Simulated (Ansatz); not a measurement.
Species: C5H7 (charge 0, doublet). It need not be the lowest isomer of its formula. SMILES: C(/C=C\C)=[CH]
Geometry from a B3LYP-D3(BJ)/def2-TZVP (Ansatz, a quantum-chemistry and plane-wave program) optimisation:
```
C
C 1 1.3381
H 1 1.0845 2 118.24
H 2 1.0859 1 117.02 3 0.00
C 1 1.4623 3 115.62 2 -180.00
C 5 1.3137 1 124.55 3 0.00
H 6 1.0792 5 138.05 1 0.00
H 5 1.0877 6 118.26 7 180.00
C 2 1.4944 4 115.27 1 180.00
H 9 1.0885 2 113.13 4 -180.00
H 9 1.0940 10 107.90 8 122.62
H 9 1.0940 10 107.90 11 114.75
```
Charge 0, spin multiplicity 2.

Quantity: atomisation energy (electronic, to ground-state atoms), in kJ/mol. Cores are frozen in the correlated levels unless marked. UHF or UKS for open shells. Spin-orbit coupling is left out. Non-relativistic. The coupled-cluster limit lacks core correlation, which all-electron functionals hold. Basis-set limits of correlation are two-point, X^-3; Hartree-Fock from the larger set. [CCSD(T)-MP2]/basis is that difference in the basis named.

```csv
level,program,atomisation energy (kJ/mol)
LC-wPBE-D3(BJ)/def2-TZVPD,Ansatz + dftd3,4992.6
B2PLYP-D3(BJ)/def2-TZVPD,Ansatz + dftd3,4938.9
B2PLYP/def2-TZVPD,Ansatz,4921.6
MP2/cc-pVDZ,Ansatz,4626.8
```

Problem. What does RI-MP2/CBS(cc-pVTZ,cc-pVQZ)+[CCSD(T)-MP2]/cc-pVTZ (Ansatz) give?

Solution. 4955.1 kJ/mol
